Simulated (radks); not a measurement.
Question: Radial electron density D(r) = 4 pi r^2 rho(r) of an atom or ion with 50 electrons. Calculated with a radial shooting solver on a logarithmic mesh with Libxc functionals: non-relativistic Kohn-Sham, exchange-only LDA, spin-unpolarised, spherical densities, point nucleus.

```
   r/bohr * D(r) (the largest magnitude, 80.7, reaches the edge; | marks zero)
 0.005152 |           *
  0.00595 |              *
 0.006927 |                 *
 0.007999 |                     *
 0.009313 |                         *
  0.01076 |                             *
  0.01252 |                                 *
  0.01446 |                                     *
  0.01683 |                                       *
  0.01944 |                                         *
  0.02263 |                                          *
  0.02635 |                                         *
  0.03043 |                                       *
  0.03542 |                                     *
  0.04091 |                                    *
  0.04763 |                                     *
    0.055 |                                        *
  0.06403 |                                             *
  0.07395 |                                                  *
  0.08609 |                                                      *
  0.09942 |                                                      *
   0.1157 |                                                   *
   0.1337 |                                             *
   0.1556 |                                        *
   0.1797 |                                      *
   0.2092 |                                        *
   0.2416 |                                            *
   0.2813 |                                            *
   0.3249 |                                        *
   0.3782 |                              *
   0.4368 |                     *
   0.5084 |              *
   0.5919 |             *
   0.6836 |              *
   0.7958 |               *
   0.9191 |              *
     1.07 |           *
    1.236 |       *
    1.439 |    *
    1.661 |  *
    1.934 | *
    2.234 | *
      2.6 |*
    3.003 |*
    3.496 |*
    4.037 *
      4.7 *
    5.428 *
    6.319 *
    7.298 *
    8.496 *
    9.812 *
    11.42 *
```

What is the nuclear charge?

Answer: Z = 50. The innermost maximum, from 1s, lies near 1/Z = 0.02 bohr (found: 0.0221), and its height grows with Z. The density is that of neutral tin in [Kr] 4d10 5s2 5p2; the configuration itself is not fixed sharply by these data, and Z only to a few units. D(r) has 4 maxima, at r = 0.0221, 0.0940, 0.268, 0.789 bohr, and minima at 0.0419, 0.178, 0.578 bohr, inside which lie 2.01, 11.33, 29.02 electrons.
